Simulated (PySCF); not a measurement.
Several species in one continuum solvent.

Computed with PySCF at PBE0/pcSseg-1, non-relativistic, each on one gas-phase PBE0-D3(BJ)/def2-SVP geometry that isn't relaxed in the solvent. The solvent is an IEF-PCM continuum (van der Waals radii × 1.2). Only the electrostatic response of the medium enters.

Task: Order them by E(solvent) − E(gas) in methanol (ε = 32.61), most negative first (kcal/mol).
A. `[CH2:1]=[CH:2][CH2:3][AlH:4][CH2:5][CH3:6]` with C1–C2–C3–Al4 -58°, C2–C3–Al4–C5 -82°, C3–Al4–C5–C6 145°
B. `[CH2:1]=[CH:2][AlH:3][CH:4]([CH3:5])[CH3:6]` with C1–C2–Al3–C4 180°, C2–Al3–C4–C5 -172°
C. `[CH3:1][C@H:2]1[CH2:3][CH2:4][AlH:5][CH2:6]1` with C1–C2–C3–C4 179°, C2–C3–C4–Al5 -36°, C3–C4–Al5–C6 12°, C4–Al5–C6–C2 14°
D. `[CH3:1][C:2]1([AlH2:3])[CH2:4][CH2:5][CH2:6]1` with C1–C2–Al3–H -89° and 89°, C1–C2–C4–C5 -139°, C2–C4–C5–C6 20°, C4–C5–C6–C2 -20°, C1–C2–C6–C5 139°

Result: D (-4.0), B (-3.5), C (-3.0), A (-2.7).

```csv
SMILES,charge,ΔE (kcal/mol),polarisation term (kcal/mol),HOMO shift (eV),dipole gas (D),dipole solvent (D),atoms
C[C]1([AlH2])CCC1,0,-4.0,-4.5,+0.20,0.73,0.79,17
C=[CH][AlH][CH](C)C,0,-3.5,-3.9,+0.18,0.65,0.85,17
C[C@H]1C[CH2][AlH][CH2]1,0,-3.0,-3.3,+0.19,0.08,0.07,17
C=C[CH2][AlH][CH2]C,0,-2.7,-3.1,+0.17,1.32,1.76,17
```

The polarisation term is half the interaction of the solute with the induced surface charges.
